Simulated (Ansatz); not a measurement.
System: C$_{4}$H$_{8}$Si$_{2}$, charge 0, multiplicity 1. 
Coordinates optimised at B3LYP-D3(BJ)/def2-TZVP (Ansatz, a program for electronic structure):
```xyz
14

C      1.7654     0.6976    -0.1593
C      0.7485     1.5552    -0.3464
Si    -1.0733     1.1516    -0.2521
Si    -1.0987    -1.1273     0.2526
C      0.7136    -1.5716     0.3460
C      1.7494    -0.7371     0.1584
H      2.7735     1.0951    -0.2501
H      1.0269     2.5811    -0.5743
H     -1.7269     1.4763    -1.5458
H     -1.7206     1.9929     0.7871
H     -1.7588    -1.4372     1.5467
H     -1.7652    -1.9538    -0.7862
H      0.9691    -2.6034     0.5738
H      2.7484    -1.1570     0.2487
```

Parts of the frozen-core correlation energy in aug-cc-pV(T+d)Z (Ansatz, hartree). Frozen orbitals: 14; correlated occupied orbitals by spin: 16 and 16; virtual: 448 and 448. Spin-orbit coupling is left out. Non-relativistic. The restricted reference is unstable.

```tsv
term	value
reference (HF)	-734.04363
MP2 opposite-spin	(withheld)
MP2 same-spin	(withheld)
CCSD correlation	(withheld)
(T)	-0.04735
T1 diagnostic	0.013
largest doubles amplitude	0.042
```

Complete the blanks.


- MP2 opposite-spin, value: -0.69446
- MP2 same-spin, value: -0.19466
- CCSD correlation, value: -0.94774
